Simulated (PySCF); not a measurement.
## Dipole moment and polarisability of `C#CC=C=C[SiH2]F`

C₅H₅FSi.
Structure used (GFN2-xTB), in Å, numbered top down from 1:
```
atom  x, y, z in Å
C1     3.375   -0.472   -0.463
C2     2.392    0.217   -0.441
C3     1.242    1.036   -0.416
C4     0.156    0.706    0.230
C5    -0.936    0.345    0.823
Si6   -2.324   -0.640    0.016
F7    -3.413   -0.829    1.189
H8     4.235   -1.072   -0.487
H9     1.308    1.977   -0.950
H10   -1.089    0.615    1.861
H11   -3.017    0.105   -1.025
H12   -1.929   -1.988   -0.363
```

Level: wB97X-D/def2-SVPD (PySCF), static field, nuclei fixed, core orbitals frozen in the response. The polarisability tensor in these axes (au):

```
x   132.66   0.29 -16.02
y     0.29  69.59  -1.41
z   -16.02  -1.41  65.67
```

Problem. Diagonalise the tensor; give its mean and Δα, where Δα² is half the sum of the squared differences of the eigenvalues.

Solution. Principal values 61.81, 69.80 and 136.30 au; mean 89.31 au = 13.23 Å³ = 14.72 × 10⁻⁴⁰ C²·m²/J; Δα = 70.83 au (79 % of the mean).

Problem. What is the dipole moment, and where does it point?

Solution. (0.78, 0.46, -0.89) D, 1.27 D in size, pointing from the negative to the positive side. Measured along this direction, the outermost atoms are F7 at the negative end and H8 at the positive end.

Problem. What depolarisation ratio follows for Rayleigh scattering of linearly polarised light, taking the static tensor?

Solution. ρ = 3Δα²/(45ᾱ² + 4Δα²) = 15051.7/(358903 + 20068.9) = 0.0397.

Problem. Give the eigenvalues of the traceless quadrupole moment Θ = ½Σq(3rr − r²1), origin at the centre of nuclear charge.

Solution. -7.10, 1.53, 5.57 D·Å. The values depend on the origin, since the dipole doesn't vanish. The electronic extent ⟨r²⟩ about the same centre is 1454 bohr², a root-mean-square distance of 2.65 Å for the 58 electrons.

Problem. Molar refractivity from α?

Solution. Lorentz–Lorenz: R = (4π/3)N_A α = 2.5225 cm³/(mol·Å³) × 13.23 Å³ = 33.4 cm³/mol, in the limit of long wavelengths.

Problem. What would n − 1 = 2πNα be for an ideal gas of these molecules at 273.15 K and 1 atm, electronic part alone?

Solution. N = p/kT = 2.6868 × 10¹⁹ cm⁻³, so n − 1 = 2π × N × 13.23 × 10⁻²⁴ cm³ = 2234 × 10⁻⁶ at long wavelengths.

Problem. In TDDFT the mean static polarisability is Σ f/ω² over all singlet excitations (ω in hartree). How much of it do the 8 lowest give? Their energies (eV) and oscillator strengths: 5.03, 0.0004; 5.69, 0.3902; 5.80, 0.0002; 5.99, 0.0003; 6.41, 0.0058; 6.62, 0.0265; 7.10, 0.0893; 7.19, 0.5825.

Solution. They add up to 19.15 au, 21.4 % of the 89.31 au; the largest single term is 8.91 au, from the state at 5.69 eV. Terms in order: 0.01, 8.91, 0.00, 0.01, 0.10, 0.45, 1.31, 8.35 au. Higher excitations give the rest. The strengths listed sum to 1.095.

Geometry: GFN2-xTB, one conformer, isolated molecule.

The run behind these numbers computed excited states as well. Time: 45 s wall; peak memory 0.77 GiB. Hardware: one thread of an Arm Neoverse N1, on a shared host.
